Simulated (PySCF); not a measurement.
A calculated (BP86, PySCF 2.14, x2c-SVPall, scalar relativity by spin-free X2C-1e) atom or ion has these occupied shells.

```csv
shell,electrons,orbital energy (eV),"rms radius, mean of both spins (bohr)"
1s α,1,-17812.7,0.0426
1s β,1,-17812.7,0.0426
2s α,1,-2475.6,0.176
2s β,1,-2475.4,0.176
2p α,3,-2210.0,0.156
2p β,3,-2209.9,0.156
3s α,1,-411.83,0.490
3s β,1,-411.72,0.490
3p α,3,-325.04,0.499
3p β,3,-324.92,0.499
3d α,5,-182.42,0.498
3d β,5,-182.26,0.498
4s α,1,-61.928,1.29
4s β,1,-60.950,1.29
4p α,3,-39.920,1.46
4p β,3,-38.776,1.46
4d α,2,-11.248,2.34
5s α,1,-10.676,3.70
```

Name the element and its charge.

Zr⁺ (zirconium, charge +1), in [Kr] 4d2 5s1, high-spin 4F determinant.
